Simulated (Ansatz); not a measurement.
`CN[SiH](F)S` + CH₄ → `CN[SiH](C)S` + H–F  (formal exchange of groups at the Si–F bond)

Computed with Ansatz on PBE0-D4/def2-TZVP structures; ΔE is electronic, products minus reactants. CBS: MP2 limit from def2 TZ/QZ plus the TZ coupled-cluster correction, frozen cores. This one scheme is used for every species. Functionals use def2-TZVPP. One conformer a species, not always the lowest.

```tsv
level	ΔE (kcal/mol)	difference from CCSD(T)/CBS
LDA (SPW92)	35.1	-1.2
BLYP-D4	37.7	1.4
CAM-B3LYP-D4	39.2	2.9
ωB97M-V	37.4	1.1
PBE	36.0	-0.3
BLYP	40.0	3.7
r2SCAN	38.6	2.3
BHLYP	40.7	4.4
LC-ωPBE	37.1	0.8
RPA@PBE/def2-TZVPP	36.5	0.2
CCSD(T)/CBS	36.3	0
```

Largest T1 diagnostic among the species: 0.011.

From BLYP to BHLYP (50 % exact exchange), in def2-TZVPP and without D4, ΔE moves by +0.8 kcal/mol. In def2-TZVPP, CCSD(T) changes the Hartree–Fock value by −5.9 kcal/mol (the triples alone add −0.7 kcal/mol) and MP2 by −6.2 kcal/mol. Leaving LDA and LC-ωPBE aside and taking each functional with its dispersion term where it has one, the values, not all of them listed here, spread over 5.6 kcal/mol, from revPBE-D4 to B97M-V. LDA lies −0.9 kcal/mol from PBE without D4.

CCSD(T)/CBS has its own doubt, a few kJ/mol and more with outer-core shells, so smaller differences from it don't rank the levels.
